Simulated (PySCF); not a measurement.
BH₃N, multiplicity 2. Atoms are numbered in the order given.

```xyz
5

B      0.2175     0.8270     0.0000
N     -0.0298    -0.5245     0.0000
H     -0.6204     1.6794     0.0000
H     -0.9581    -0.9245     0.0000
H      0.6995    -1.2185     0.0000
```
Charge 0, spin multiplicity 2.

Coordinates come from a PBE0-D3(BJ)/def2-TZVP optimisation. The isomer is the one that the SMILES or the coordinates give; other isomers of the formula were not compared.

The numbers are results of PySCF with PBE0-D3(BJ)/def2-TZVP, not measurements.

No scaling factor is applied to the harmonic values.

Task: Give all harmonic wavenumbers and intensities. (An estimate is asked for; the answer gives what the named calculation found.)

Result: 
```
mode  ν (cm⁻¹)  IR (km/mol)  moving atoms (share of kinetic energy)
----  --------  -----------  --------------------------------------
1          613        181.9                          H 76 %, N 22 %
2          745          1.0                                  H 96 %
3          837          0.3                          H 89 %, B 10 %
4         1064         35.3                  H 68 %, B 17 %, N 16 %
5         1346         36.2                  B 55 %, N 27 %, H 18 %
6         1621         58.4                          H 81 %, N 17 %
7         2629         95.6                          H 90 %, B 10 %
8         3552          6.5                                  H 95 %
9         3664         49.1                           H 92 %, N 8 %
```
